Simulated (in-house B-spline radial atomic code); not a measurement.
Atomic self-consistent-field run: Tm³⁺. Method: scalar-relativistic (X2C) LDA exchange-only, spin-polarised, spherical fractional occupations, Fermi nucleus of rms radius 5.2256 fm. Calculated with an all-electron radial atomic-structure program (B-spline basis).

Command:
```bash
python run_scf.py task.json out
```
Settings (nuclear radius in fm, mass in u):
```
Z                69
configuration    [Xe] 4f12
hamiltonian      x2c
method           lda,
spin_polarised   True
nucleus          fermi
rms_radius       5.2256
atomic_mass      168.93422
speed_of_light   137.035999084
```

Output (hartree, bohr):
```
 radial grid: 72 intervals, B-splines of order 8, outer radius 39.1892 bohr

 iter        energy (Eh)    residual
    1      -13545.514957    3.99e-01
    2      -13541.061950    6.03e-01
    3      -13548.277908    2.54e-01
    4      -13549.137856    1.30e-01
    5      -13544.923340    3.77e-01
    6      -13549.620884    1.84e-02
    7      -13549.633613    4.97e-03
    8      -13549.634501    2.04e-04
    9      -13549.634502    4.15e-06
   10      -13549.634502    6.74e-07

 total energy                    -13549.63450
 kinetic                           15011.4124
 electron-nucleus                 -33541.1073
 Hartree                            5252.4609
 exchange-correlation               -272.4005

 orbital      occ     eigenvalue          <r>       <r^2>       <1/r>       r_max
 1s up      1.000     -2171.2114    0.0192688 0.000517012     85.6611     0.01172
 1s down    1.000     -2171.2114    0.0192688 0.000517012     85.6611     0.01172
 2s up      1.000      -367.3056    0.0842131  0.00844274     19.8885     0.07181
 2s down    1.000      -367.3039    0.0842123  0.00844257     19.8887     0.07181
 2p up      3.000      -325.4596    0.0749415  0.00687462      17.152     0.05803
 2p down    3.000      -325.4584    0.0749408  0.00687446     17.1521     0.05803
 3s up      1.000       -83.4847     0.220828   0.0558733     7.15342      0.2037
 3s down    1.000       -83.4480     0.220778   0.0558477     7.15554      0.2036
 3p up      3.000       -70.7448     0.219883   0.0561468     6.41457      0.2002
 3p down    3.000       -70.7084     0.219821   0.0561153     6.41656      0.2001
 3d up      5.000       -54.5607     0.199981   0.0469436      6.0106      0.1632
 3d down    5.000       -54.5323     0.199907   0.0469062     6.01244      0.1631
 4s up      1.000       -17.3977     0.497926    0.280262     2.96784       0.465
 4s down    1.000       -17.3240     0.497984    0.280335     2.96723      0.4649
 4p up      3.000       -13.1848     0.527547    0.317015     2.65146      0.4855
 4p down    3.000       -13.1123     0.527672    0.317183     2.65062      0.4854
 4d up      5.000        -7.4869     0.570601     0.37821     2.32794      0.5012
 4d down    5.000        -7.4162     0.571004    0.378829     2.32637      0.5012
 5s up      1.000        -3.0380      1.20701     1.63872     1.11699       1.081
 5s down    1.000        -3.0038      1.21211     1.65291     1.11127       1.084
 5p up      3.000        -2.0300      1.41033     2.25366    0.928948       1.229
 5p down    3.000        -2.0047       1.4187     2.28099    0.922514       1.234
 4f up      7.000        -1.2893     0.746327    0.726368     1.75398      0.4917
 4f down    5.000        -1.2261      0.75608    0.750618      1.7411      0.4925
```

Run time, properties included: 0.43 s on 1 thread of Arm Neoverse V1 (shared host).

One-electron X2C: radii and densities carry no picture-change correction, so inner-shell <1/r> comes out high (for 1s by about 2 % at Z = 33, 5 % at 54, 10 % at 75, 30 % at 118) and <r> low.
